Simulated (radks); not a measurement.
Task: All-electron atom: Cs2+ in [Kr] 4d10 5s2 5p5. Method: scalar-relativistic Kohn-Sham, r2SCAN, spin-polarised, spherical densities, finite nucleus; open shells are filled with parallel spins first (spin-orbit coupling, left out, can overturn this in heavy ions); meta-GGA in the generalised Kohn-Sham scheme; Fermi nuclear charge, rms radius 4.8041 fm; computed with a radial shooting solver on a logarithmic mesh with Libxc functionals. Some entries of the table are withheld. Estimate them.

orbital  occ.  eigenvalue (hartree)  <1/r> (bohr^-1)
1s up       1             -1318.429            59.39
1s down     1             -1318.426            59.39
2s up       1             -208.0007            13.66
2s down     1             -208.0002            13.66
2p up       3             -186.5364            13.00
2p down     3             -186.5346            13.00
3s up       1             -43.99694            4.933
3s down     1             -43.99553            4.933
3p up       3             -37.04662            4.676
3p down     3             -37.04466            4.676
3d up       5             -26.85801            4.423
3d down     5             -26.85591            4.423
4s up       1              -8.90598            2.011
4s down     1              -8.90148            2.010
4p up       3              -6.67078              (1)
4p down     3              -6.66669              (2)
4d up       5              -3.40613            1.583
4d down     5              -3.40039            1.584
5s up       1              -1.61274           0.7621
5s down     1              -1.57468           0.7630
5p up       3              -1.08907           0.6519
5p down     2              -1.05189           0.6499

Result: 
(1) 4p up <1/r> (bohr^-1): 1.851
(2) 4p down <1/r> (bohr^-1): 1.851
